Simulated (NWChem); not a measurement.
Molecule: C₃H₇FSi; SMILES C=C[SiH](C)F

```xyz
12

Si     0.0337    -0.4659    -0.4346
C     -0.9049    -1.7921     0.5000
F      1.5678    -0.3708     0.1657
C     -0.7283     1.2264    -0.2144
C     -0.0539     2.2520     0.3442
H      0.1504    -0.8306    -1.8901
H     -1.9405    -1.8767     0.1096
H     -0.4173    -2.7818     0.3919
H     -0.9644    -1.5441     1.5789
H     -1.7707     1.3961    -0.5463
H      0.9884     2.1302     0.6861
H     -0.5055     3.2495     0.4843
```
Atoms are numbered in this order, from 1.

Results from NWChem. Medium grid unless said otherwise, to which SCAN and Minnesota functionals are sensitive. Geometry: optimised at PBE-D3(BJ)/def2-SVP. No frequency run checked for a minimum. Total energies of different functionals are on different scales.

```csv
level,energy (Ha),highest occupied level (eV),orbital gap (eV),dipole (D),relative time
B3LYP/def2-SVP,-507.6817,-7.63,7.05,1.77,1
PBE/def2-SVP,-507.2410,-6.72,5.32,1.70,1
M05-2X/def2-SVP,-507.6178,-9.16,9.84,1.84,1
KT2/def2-SVP,-513.5157,-6.71,5.35,1.70,1
BLYP/def2-SVP,-507.5696,-6.51,5.31,1.67,2
PBE0/def2-SVP,-507.2929,-7.91,7.50,1.81,1
MN15-L/def2-SVP,-507.3446,-7.11,6.08,1.76,2
TPSSh/def2-SVP,-507.6873,-7.23,6.40,1.72,1
PW91/def2-SVP,-507.5520,-6.76,5.32,1.70,1
revPBE/def2-SVP,-507.5251,-6.68,5.35,1.67,1
CAM-B3LYP/def2-SVP,-507.5653,-9.20,10.05,1.78,4
```

The last column is a rough cost ratio, cheapest run = 1.
